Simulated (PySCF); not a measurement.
A GIAO shielding run with PySCF 2.14 (density fitting, non-relativistic, gas phase) on `COCCOCCOC`, C6H14O3:

```
{"job": {"kind": "nmr", "xc": "PBE0", "basis": "pcSseg-1"}, "charge": 0, "multiplicity": 1}
C      4.340411     1.013355    -0.756125
O      3.018502     0.623315    -1.028894
C      2.333936     0.181104     0.118554
C      0.908062    -0.186530    -0.279119
O      0.224316    -0.595769     0.885004
C     -1.031755    -1.182512     0.653627
C     -2.110223    -0.183175     0.219277
O     -3.352317    -0.843198     0.263417
C     -4.428758    -0.003117    -0.065999
H      4.775308     1.321589    -1.704463
H      4.369433     1.851475    -0.048789
H      4.922517     0.182489    -0.338941
H      2.832635    -0.696624     0.556031
H      2.303093     0.971053     0.883626
H      0.431919     0.688778    -0.740512
H      0.931322    -0.997340    -1.020610
H     -1.334535    -1.619662     1.607737
H     -0.959144    -1.983867    -0.094691
H     -2.103885     0.678611     0.904897
H     -1.916258     0.185524    -0.800290
H     -4.321333     0.404115    -1.079173
H     -5.326941    -0.614338    -0.013531
H     -4.511059     0.831709     0.641071
```

Hardware: 1 thread of an x86-64 server CPU, shared host. The job also computes population analyses, field gradients.

Q: How large is the calculation?

A: 74 electrons, 223 basis functions and 1153 auxiliary functions.

Q: How long does it take?

A: 39 s of wall time, with 13 SCF cycles and 4 response iterations. Times on a shared host scatter by some tens of per cent.
